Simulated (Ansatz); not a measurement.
A run for Ansatz (an electronic-structure program): U-CCSD(T)/def2-SVP on CrH3O3 (SMILES [OH][Cr]([OH])[OH]), 2S+1 = 4, a spin state set in the input, which need not be the lowest.

Ansatz 0.2 input:
```yaml
crystal:
  periodic: [false, false, false]
  atoms:
    - {symbol: Cr, position_ang: [0.04942586, -0.08114307, -0.14158947]}
    - {symbol: O, position_ang: [-1.20911567, -1.31988085, -0.37320236]}
    - {symbol: H, position_ang: [-2.01979751, -1.33213318, 0.14801743]}
    - {symbol: O, position_ang: [0.13775888, 1.33636842, -1.21631495]}
    - {symbol: H, position_ang: [-0.23358890, 2.19128952, -0.97094830]}
    - {symbol: O, position_ang: [1.16439039, -0.20642415, 1.24635806]}
    - {symbol: H, position_ang: [2.00891902, -0.66368022, 1.15849134]}
basis:
  gaussian:
    orbitals: def2-SVP
magnetization: {spin_polarized: true, initial_magnetization: 3}
correlation: {method: ccsd_t, electrons: valence}
```

The log:

```
WARN ansatz: RAYON_NUM_THREADS=4 ignored (pool sized by the plan → 4); use --threads N
Functional definition: HF
integrals: 0.15 GiB planned
898 factors; integrals over basis functions are off by at most 6.7e-4 eV
mean field: 0.44 GiB planned
mean field evaluation 1: about -34531.8220 eV, gradient 4.5e1 eV
mean field evaluation 2: about -34531.9883 eV, gradient 4.5e1 eV
mean field evaluation 4: about -34540.5579 eV, gradient 6.2e0 eV
mean field evaluation 8: about -34541.0802 eV, gradient 6.4e-1 eV
mean field evaluation 16: about -34541.1079 eV, gradient 7.1e-6 eV
mean field evaluation 32: about -34532.5848 eV, gradient 4.5e1 eV
mean field evaluation 64: about -34541.1079 eV, gradient 1.6e-4 eV
mean field evaluation 96: about -34541.0908 eV, gradient 1.6e0 eV
mean field evaluation 128: about -34539.7143 eV, gradient 1.8e0 eV
mean field evaluation 160: about -34539.8520 eV, gradient 2.5e-1 eV
mean field evaluation 192: about -34530.1436 eV, gradient 3.1e1 eV
mean field evaluation 224: about -34539.5706 eV, gradient 5.2e0 eV
mean field evaluation 256: about -34539.7176 eV, gradient 1.9e0 eV
mean field evaluation 288: about -34535.6962 eV, gradient 8.9e-1 eV
mean field evaluation 320: about -34535.6115 eV, gradient 6.1e-2 eV
mean field evaluation 352: about -34536.4370 eV, gradient 4.8e0 eV
mean field evaluation 384: about -34535.3509 eV, gradient 9.2e-1 eV
mean field evaluation 416: about -34535.3849 eV, gradient 1.1e0 eV
mean field -34541.10794206 eV, -1269.3623040668 hartree, gradient 2.8e-6 eV, S^2 3.795181; 12 other end points of the search recorded, 0 dependent functions left out
determinant -34541.10794206 eV, -1269.3623040668 hartree, with singles and doubles -34564.90653008 eV, -1270.2368860454 hartree
determinant -34539.92461746 eV, -1269.3188176899 hartree, with singles and doubles -34563.06107420 eV, -1270.1690667928 hartree
determinant -34539.86535321 eV, -1269.3166397688 hartree, with singles and doubles -34563.01665196 eV, -1270.1674343053 hartree
determinant -34539.75975809 eV, -1269.3127592197 hartree, with singles and doubles -34563.06013913 eV, -1270.1690324292 hartree
8 core orbitals not correlated
reference -34541.10794206 eV, -1269.3623040668 hartree; 19, 16 occupied and 61, 64 virtual orbitals, 898 factors
second order -23.14621328 eV of doubles, -0.00000000 eV of singles
coupled cluster: 0.76 GiB planned
cycle   1  -23.80293092 eV  change   -4.3e-3 eV  update   5.7e-3
cycle   2  -23.80314280 eV  change   -2.1e-4 eV  update   4.9e-3
cycle   3  -23.80714984 eV  change   -4.0e-3 eV  update   4.0e-3
cycle   4  -23.81409219 eV  change   -6.9e-3 eV  update   2.6e-3
cycle   5  -23.82090470 eV  change   -6.8e-3 eV  update   1.8e-3
cycle   6  -23.81776432 eV  change    3.1e-3 eV  update   9.5e-4
cycle   7  -23.81666063 eV  change    1.1e-3 eV  update   5.0e-4
cycle   8  -23.81654917 eV  change    1.1e-4 eV  update   1.9e-4
cycle   9  -23.81636439 eV  change    1.8e-4 eV  update   1.4e-4
cycle  10  -23.81648988 eV  change   -1.3e-4 eV  update   9.5e-5
cycle  11  -23.81658294 eV  change   -9.3e-5 eV  update   7.1e-5
cycle  12  -23.81654786 eV  change    3.5e-5 eV  update   4.6e-5
cycle  13  -23.81650793 eV  change    4.0e-5 eV  update   2.5e-5
coupled cluster: 0.77 GiB planned
perturbative correction -0.86561750 eV, -0.0318108564 hartree
Total energy: -34565.79006749 eV, -1270.2693554461 hartree
```

Self-consistency was reached.

Cost: roughly 2.4 core-minutes.
